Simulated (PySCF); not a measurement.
**Telling isomers of C$_{6}$H$_{10}$O$_{2}$ apart by NMR**

Computational details: shielding tensors at PBE0/pcSseg-1 (GIAO), GFN2-xTB geometry, in PySCF (gas phase, one conformer, non-relativistic, fast rotation and ring inversion assumed for equivalent nuclei).

Shifts are taken against calculated references (same method and geometry level): TMS for $^{1}$H and $^{13}$C. Where no couplings were computed, multiplicities follow the n + 1 count of equivalent neighbours, and m marks all less simple cases (inequivalent or close neighbours, rings, F or P nearby). Acid and N–H amide carbonyl carbons lie up to 10 ppm further downfield in solution (hydrogen bonding). Shifts are as computed. Against solution values, carbons near 30 ppm lie about +3 ppm off and those near 130 ppm about +5 ppm. Of 1211 compounds with measured shifts, 218 miss one by over three times the rms of a fit or turn the order of signals round; such compounds aren't used in these exercises. OH and NH positions are gas-phase values without hydrogen bonding to other molecules.

(1) Tabulate the signals of `C/C=C(/C)OC(C)=O`, `C=C/C=C/OCOC`, `C/C=C(/C)CC(=O)O`, `CC(C)O/C=C\C=O` and their relative energies.

(2) What is the quickest way to tell C/C=C(/C)OC(C)=O from C=C/C=C/OCOC?

(3) What is the quickest way to tell C/C=C(/C)CC(=O)O from CC(C)O/C=C\C=O?

(4) What is the quickest way to tell C/C=C(/C)OC(C)=O from CC(C)O/C=C\C=O?

## Answers

(1) 
```tsv
SMILES	carbon types	δC	δH	E rel. (kcal/mol)
C/C=C(/C)OC(C)=O	2×C 1×CH 3×CH3	174.7, 156.7, 120.1, 23.7, 21.8, 14.2	5.29 (q, 1H), 2.17 (s, 3H), 2.08 (s, 3H), 1.75 (d, 3H)	4.4
C=C/C=C/OCOC	3×CH 2×CH2 1×CH3	155.9, 141.4, 117.8, 111.0, 98.4, 59.0	6.73 (d, 1H), 6.31 (m, 1H), 5.28 (m, 1H), 5.24 (m, 1H), 5.10 (s, 2H), 5.09 (m, 1H), 3.67 (s, 3H)	48.6
C/C=C(/C)CC(=O)O	2×C 1×CH 1×CH2 2×CH3	174.8, 139.6, 130.2, 40.1, 26.2, 15.0	5.87 (br s, 1H), 5.86 (q, 1H), 2.96 (s, 2H), 2.04 (s, 3H), 1.95 (d, 3H)	0.0
CC(C)O/C=C\C=O	4×CH 2×CH3	190.7, 167.8, 115.3, 80.7, 24.9	10.43 (d, 1H), 7.06 (d, 1H), 5.21 (m, 1H), 4.00 (sept, 1H), 1.38 (d, 6H)	24.5
```

Energies are electronic energies at PBE0/pcSseg-1 on these geometries, without zero-point or thermal terms, each for the one conformer computed, which needn't be the lowest.

(2) Both give the same number of carbon signals, but DEPT or the intensities differ. The first has an ester carbonyl carbon (C) at 174.7 ppm, the second a terminal =CH2 carbon at 117.8 ppm. Their most deshielded carbons lie at 174.7 and 155.9 ppm. In the proton spectra the most deshielded non-exchanging signals are 5.29 (q, 1H) and 6.73 (d, 1H).

(3) Count the carbon signals: 6 against 5. The first has a carboxylic acid carbon (C) at 174.8 ppm, the second an aldehyde carbonyl carbon (CH) at 190.7 ppm. In the proton spectra the most deshielded non-exchanging signals are 5.86 (q, 1H) and 10.43 (d, 1H).

(4) Count the carbon signals: 6 against 5. The first has an ester carbonyl carbon (C) at 174.7 ppm, the second an aldehyde carbonyl carbon (CH) at 190.7 ppm. In the proton spectra the most deshielded non-exchanging signals are 5.29 (q, 1H) and 10.43 (d, 1H).
